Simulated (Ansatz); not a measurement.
FHPb (SMILES [F][PbH]), charge 0, multiplicity 1, relaxed at each level with Ansatz (a first-principles code); harmonic frequencies from differences of analytic forces, average atomic masses, frozen cores. Elements past Kr take the def2 small-core potentials, without spin–orbit coupling.

**Question.** Give the equilibrium geometry, the harmonic frequencies and the zero-point energy at B3LYP/def2-TZVPP.

**Answer.** 
(charge 0, multiplicity 1):
```xyz
3

Pb    -0.06370    -0.12015     0.14897
H     -1.04048    -1.07237    -1.12859
F      0.69568     1.21480    -1.23759
```
Frequencies (cm⁻¹): 509, 540, 1565. Zero-point energy 3.74 kcal/mol.

**Question.** Give the equilibrium geometry, the harmonic frequencies and the zero-point energy at CCSD(T)/def2-TZVPP.

**Answer.** 
(charge 0, multiplicity 1):
```xyz
3

Pb    -0.06127    -0.11701     0.14910
H     -1.03841    -1.06913    -1.13077
F      0.69118     1.20843    -1.23554
```
Frequencies (cm⁻¹): 531, 557, 1578. Zero-point energy 3.81 kcal/mol.
